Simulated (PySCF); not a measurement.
These are PBE-D3(BJ)/def2-TZVP // PBE0-D3(BJ)/def2-SVP (PySCF) values and carry that method's errors. Gas-phase values, no solvent. Excitations are Tamm–Dancoff values on a coarser integration grid. The basis has no diffuse functions, so Rydberg states are missing or too high.

Reference species (SMILES): `[SiH3]c1c(Cl)ccc2ccsc12` (neutral, multiplicity 1).

```
Quantity                                        Value
-------------------------------------------  --------
LUMO                                         -2.09 eV
T1 excitation (TDA)                           3.13 eV
brightest of the four lowest singlets (TDA)   4.94 eV
S1–T1 gap (TDA)                               0.96 eV
```

Changed species: `[SiH3]c1cc(Cl)cc2sccc12`.

**Question.** Predict the effect on the LUMO, T1 excitation (TDA), brightest of the four lowest singlets (TDA) and S1–T1 gap (TDA).

**Answer.** the LUMO decreases by 0.12 eV, to -2.21 eV; the T1 excitation (TDA) falls by 0.06 eV, to 3.07 eV; the brightest of the four lowest singlets (TDA) decreases by 0.05 eV, to 4.89 eV; the S1–T1 gap (TDA) increases by 0.05 eV, to 1.01 eV.
